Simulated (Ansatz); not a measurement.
Frontier orbitals of FGeH$_{5}$OSSi (`F[SiH](S)[O][GeH3]`).

The species carries charge 0 and has multiplicity 1. Correlated methods include outer-core shells of Ge, which these sets cover unevenly. Scalar relativity is left out up to krypton. All single points use the PBE0-D4/def2-TZVP geometry. It is one conformer, not always the lowest. Basis def2-TZVPP, the Gaussian-basis code of Ansatz.

```csv
functional,HOMO (eV),LUMO (eV)
ωB97M-V,-9.96,1.62
```

Problem. Give HOMO and LUMO (eV) with LDA (SPW92), PBE, revPBE, BLYP, r2SCAN, B97M-V, PBE0, B3LYP, r2SCANh, r2SCAN0, HSE06 (plane-wave form), BHLYP, CAM-B3LYP, LC-ωPBE, ωB97X-V, HF. (Best estimate.)

Solution. Ansatz gave: 
```
             functional    HOMO   LUMO
            LDA (SPW92)   -6.62  -1.40
                    PBE   -6.49  -1.12
                 revPBE   -6.44  -0.99
                   BLYP   -6.31  -0.99
                 r2SCAN   -6.79  -0.79
                 B97M-V   -6.90  -0.91
                   PBE0   -7.75  -0.21
                  B3LYP   -7.47  -0.45
                r2SCANh   -7.25  -0.48
                r2SCAN0   -7.94  -0.02
HSE06 (plane-wave form)   -7.35  -0.59
                  BHLYP   -8.83   0.70
              CAM-B3LYP   -9.07   0.81
                LC-ωPBE  -10.51   2.04
                ωB97X-V  -10.13   1.86
                     HF  -10.60   3.01
```

B3LYP here is the variant with VWN-RPA as its local correlation; programs differ in this. LC-ωPBE has ω = 0.4 bohr⁻¹. Positive LUMOs are unbound and depend on the basis.
